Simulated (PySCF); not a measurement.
Electron correlation in Xe (xenon, neutral)

[Xe], closed-shell 1S. Computed with PySCF 2.14 in def2-TZVPPD with the def2 core potential (28 electrons), with scalar relativity through the core potential. Frozen: 4s2 4p6 4d10; 8 electrons correlated.

```csv
level,correlation energy (mhartree)
CCSD,-160.65
(T),-4.96
CCSD(T),-165.61
```

Diagnostics: T1 = 0.0029, D1 = 0.0077, largest double amplitude 0.033.

Question: Is a single reference adequate?

Answer: Yes, within this model without spin-orbit coupling: T1 lies below 0.03 and no double amplitude reaches 0.07.
